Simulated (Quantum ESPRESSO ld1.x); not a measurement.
Problem. Ta46+, 27 electrons, occupied as [Ar] 3d9 (the NIST ground configuration). Method: scalar-relativistic Kohn-Sham, LDA (Slater exchange, Perdew-Zunger correlation), spin-polarised, spherical densities, point nucleus; open shells are filled with parallel spins first; computed with ld1.x of Quantum ESPRESSO 7.5. Some entries of the table are withheld. Estimate them.

| orbital | occ. | eigenvalue (eV) | <r^2> (bohr^2) | r(max) (bohr) |
|---|---|---|---|---|
| 1s up | 1 | -69752.1 | 0.0004790 | 0.012 |
| 1s down | 1 | -69752.0 | 0.0004789 | 0.012 |
| 2s up | 1 | -13952.4 | 0.007340 | 0.067 |
| 2s down | 1 | -13948.3 | 0.007338 | 0.067 |
| 2p up | 3 | (1) | 0.006042 | 0.055 |
| 2p down | 3 | (2) | 0.006040 | 0.055 |
| 3s up | 1 | -4881.98 | 0.04558 | (3) |
| 3s down | 1 | -4877.55 | 0.04561 | (4) |
| 3p up | 3 | -4457.83 | 0.04556 | 0.183 |
| 3p down | 3 | -4453.39 | 0.04560 | 0.183 |
| 3d up | 5 | -3989.46 | 0.03690 | 0.149 |
| 3d down | 4 | -3984.06 | 0.03695 | 0.149 |

Solution. 
(1) 2p up eigenvalue (eV): -12533.4
(2) 2p down eigenvalue (eV): -12530.0
(3) 3s up r(max) (bohr): 0.186
(4) 3s down r(max) (bohr): 0.186
